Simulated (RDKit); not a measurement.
RDKit input (MMFF94):

```python
from rdkit import Chem
from rdkit.Chem import AllChem, rdDetermineBonds

mol = Chem.MolFromXYZFile('mol.xyz')
rdDetermineBonds.DetermineBonds(mol, charge=1)
print('SMILES', Chem.MolToSmiles(Chem.RemoveHs(mol)))
ff = AllChem.MMFFGetMoleculeForceField(mol, AllChem.MMFFGetMoleculeProperties(mol))
e0 = ff.CalcEnergy()
flag = ff.Minimize(maxIts=5000, forceTol=1e-5)
print(f'energy {e0:.4f} -> {ff.CalcEnergy():.4f} kcal/mol, converged: {flag == 0}')
print(Chem.MolToXYZBlock(mol))
```
mol.xyz:
```
4

H     -0.00644600    -0.10946200    -1.95909400
Si     0.00777300     0.04938600    -0.50151200
N     -0.01415700    -0.08751600     0.99751600
H     -0.00328200     0.03066600     1.99765500
```

Output:

```
SMILES [NH+]#[SiH]
energy 37.6946 -> -4.5026 kcal/mol, converged: True
4

H     -0.077886   -0.684524   -1.551731
Si     0.071142    0.562312   -0.763854
N      0.013227    0.135599    0.934262
H     -0.022595   -0.130313    1.915887
```

The dipole moment of an ion depends on the origin.

The geometry given is a B3LYP-D3(BJ)/def2-TZVP minimum.
